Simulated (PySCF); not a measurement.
CH₄Si. Atoms are numbered in the order given.

```xyz
6

C      0.0000     0.0000    -1.1520
Si     0.0000     0.0000     0.5489
H      0.0000    -0.9153    -1.7295
H      0.0000     0.9153    -1.7295
H      0.0000     1.2405     1.3431
H      0.0000    -1.2405     1.3431
```
Charge 0, spin multiplicity 1.

Geometry optimised at B3LYP-D3(BJ)/def2-TZVP.

The numbers are results of PBE0/pcSseg-2 in PySCF, not measurements.

GIAO shieldings, no solvent; atoms alike by connectivity are averaged. δ = σ(ref) − σ: ¹³C against TMS (σ = 186.1 ppm); ²⁹Si against TMS (σ = 341.9 ppm); ¹H against TMS (σ = 31.54 ppm), references at their B3LYP-D3(BJ)/def2-TZVP geometries, non-relativistic.

```json
[
 {"atoms": "C1", "nucleus": "¹³C", "count": "1", "δ (ppm)": "[?]"},
 {"atoms": "Si2", "nucleus": "²⁹Si", "count": "1", "δ (ppm)": "75.7"},
 {"atoms": "H3, H4", "nucleus": "¹H", "count": "2", "δ (ppm)": "5.98"},
 {"atoms": "H5, H6", "nucleus": "¹H", "count": "2", "δ (ppm)": "[?]"}
]
```

Q: Fill in the missing entries. (Estimate from the structure and the level; the computed values follow.)

A: 
- C1, δ (ppm): 122.2
- H5, H6, δ (ppm): 5.27
